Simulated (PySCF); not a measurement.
# Telling isomers of C₅H₁₁NO₂Si₂ apart by NMR

Non-relativistic Hamiltonian, no solvent model, one conformer, fast rotation and ring inversion assumed for equivalent nuclei. Shielding tensors at PBE0/pcSseg-1 (GIAO); coordinates at the GFN2-xTB level; PySCF.

Referencing at the same level of theory: TMS for $^{1}$H (σ = 31.72 ppm), $^{13}$C (σ = 186.93 ppm). Where no couplings were computed, multiplicities follow the n + 1 count of equivalent neighbours, and m marks all less simple cases (inequivalent or close neighbours, rings, F or P nearby). Shifts are as computed. Against solution values, carbons near 30 ppm lie about +3 ppm off and those near 130 ppm about +5 ppm. Of 1309 compounds with measured shifts, 239 miss one by over three times the rms of a fit or turn the order of signals round; such compounds aren't used in these exercises. OH and NH positions are gas-phase values without hydrogen bonding to other molecules.

(1) Tabulate the signals of `CO[Si@@H]1CC[C@H](C#N)[SiH2]O1`, `CO[Si@H]([SiH2]O)n1cccc1`, `CO[SiH2]c1ccc([SiH2]N)o1` and their relative energies.

(2) What is the quickest way to tell CO[Si@H]([SiH2]O)n1cccc1 from CO[SiH2]c1ccc([SiH2]N)o1?

(3) What is the quickest way to tell CO[Si@@H]1CC[C@H](C#N)[SiH2]O1 from CO[SiH2]c1ccc([SiH2]N)o1?

(4) What is the quickest way to tell CO[Si@@H]1CC[C@H](C#N)[SiH2]O1 from CO[Si@H]([SiH2]O)n1cccc1?

Results:

(1) 
```tsv
SMILES	carbon types	δC	δH	E rel. (kcal/mol)
CO[Si@@H]1CC[C@H](C#N)[SiH2]O1	1×C 1×CH 2×CH2 1×CH3	123.7, 52.3, 27.4, 17.1, 15.2	5.19 (m, 1H), 5.17 (m, 1H), 4.89 (m, 1H), 3.99 (s, 3H), 2.51 (m, 1H), 2.09 (m, 1H), 1.64 (m, 1H), 0.97 (m, 1H), 0.38 (m, 1H)	0.0
CO[Si@H]([SiH2]O)n1cccc1	4×CH 1×CH3	126.4, 117.5, 52.2	6.62 (m, 2H), 6.54 (m, 2H), 5.74 (m, 1H), 5.72 (m, 1H), 5.18 (m, 1H), 4.10 (s, 3H), 0.48 (br s, 1H)	27.3
CO[SiH2]c1ccc([SiH2]N)o1	2×C 2×CH 1×CH3	165.1, 162.8, 127.9, 127.5, 54.6	7.33 (m, 1H), 7.23 (m, 1H), 5.38 (s, 2H), 5.36 (s, 2H), 4.05 (s, 3H), 0.16 (br s, 2H)	53.3
```

Energies are electronic energies at PBE0/pcSseg-1 on these geometries, without zero-point or thermal terms, each for the one conformer computed, which needn't be the lowest.

(2) Count the carbon signals: 3 against 5. The first has an aromatic CH at 117.5 ppm, the second a substituted aromatic carbon next to the ring oxygen (C) at 165.1 ppm. Their most deshielded carbons lie at 126.4 and 165.1 ppm. In the proton spectra the most deshielded non-exchanging signals are 6.62 (m, 2H) and 7.33 (m, 1H).

(3) Both give the same number of carbon signals, but DEPT or the intensities differ. The first has an sp3 CH2 in a ring at 27.4 ppm, the second an aromatic CH at 127.9 ppm. Their most deshielded carbons lie at 123.7 and 165.1 ppm. In the proton spectra the most deshielded non-exchanging signals are 5.19 (m, 1H) and 7.33 (m, 1H).

(4) Count the carbon signals: 5 against 3. The first has a nitrile carbon (C) at 123.7 ppm, the second an aromatic CH next to a ring nitrogen at 126.4 ppm. In the proton spectra the most deshielded non-exchanging signals are 5.19 (m, 1H) and 6.62 (m, 2H).
